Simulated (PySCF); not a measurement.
# TDDFT excited states: C5H9PSi

Species: C₅H₉PSi.
SMILES: `C=CC#C[Si@H](C)P`

Computed, not measured: PySCF 2.14.0, density-fitted response routines, TDDFT wB97X-D/def2-SVPD, vertical, gas phase, core orbitals frozen in the response. One conformer (not necessarily the lowest) at the GFN2-xTB geometry, without solvent, vibrations or thermal averaging. Torsions of this conformer, `[CH2:1]=[CH:2][C:3]#[C:4][Si@H:5]([CH3:6])[PH2:7]`: H–P7–Si5–C4 45°, H–P7–Si5–C4 -48°.

Q: Predict the UV-vis stick spectrum at this level.

A: 

```json
{"state": "S1", "E (eV)": "5.06", "λ (nm)": "245.0", "f": "0.019", "main configurations (H = HOMO, L = LUMO)": "H-2→L (37%), H-1→L (29%), H→L (25%)"}
{"state": "S2", "E (eV)": "5.33", "λ (nm)": "232.8", "f": "0.291", "main configurations (H = HOMO, L = LUMO)": "H→L (50%), H-1→L (30%)"}
{"state": "S3", "E (eV)": "5.69", "λ (nm)": "217.8", "f": "0.011", "main configurations (H = HOMO, L = LUMO)": "H→L+1 (64%), H-1→L+1 (17%)"}
{"state": "S4", "E (eV)": "6.54", "λ (nm)": "189.6", "f": "0.104", "main configurations (H = HOMO, L = LUMO)": "H→L+3 (27%), H-1→L+3 (18%), H-1→L+1 (15%)"}
{"state": "S5", "E (eV)": "6.72", "λ (nm)": "184.4", "f": "0.119", "main configurations (H = HOMO, L = LUMO)": "H-2→L (28%), H-1→L (14%), H→L+3 (13%)"}
{"state": "S6", "E (eV)": "6.81", "λ (nm)": "182.0", "f": "0.518", "main configurations (H = HOMO, L = LUMO)": "H→L+2 (36%), H-1→L+1 (27%), H-1→L+2 (11%)"}
{"state": "S7", "E (eV)": "6.90", "λ (nm)": "179.7", "f": "0.076", "main configurations (H = HOMO, L = LUMO)": "H→L+2 (30%), H-1→L+1 (12%), H→L+3 (9%)"}
{"state": "S8", "E (eV)": "7.18", "λ (nm)": "172.6", "f": "0.0076", "main configurations (H = HOMO, L = LUMO)": "H-1→L+2 (45%), H→L+4 (15%), H→L+6 (10%)"}
```

Triplets, Tamm–Dancoff:

```
state  E (eV)  λ (nm)   main configurations (H = HOMO, L = LUMO)
   T1    3.44   360.1                     H→L (61%), H-1→L (28%)
   T2    4.78   259.2        H-1→L (37%), H-2→L (33%), H→L (13%)
   T3    5.18   239.3  H-1→L+1 (25%), H-2→L+1 (23%), H→L+1 (20%)
```

The lowest singlet lies at 5.06 eV (245 nm, ultraviolet) and is weak; its leading configuration is HOMO-2→LUMO (37%). The strongest level in the table is S6 at 6.81 eV (182 nm, f = 0.518). Löwdin shares by element: HOMO carbon 50% or more, phosphorus 25% (atoms not listed hold the other 25%); LUMO carbon 77% or more (atoms not listed hold the other 23%). Of the 8 states listed, 7 reach f = 0.01 and none stays under 0.0005. Orbital energies (eV): HOMO-3 -10.86, HOMO-2 -10.14, HOMO-1 -9.19, HOMO -8.77, LUMO 0.46, LUMO+1 1.65, LUMO+2 2.03. The listed states span 2.12 eV, and the widest gap between neighbours is 0.84 eV (S3 to S4). Singlets were solved by full linear response, triplets in the Tamm–Dancoff approximation.
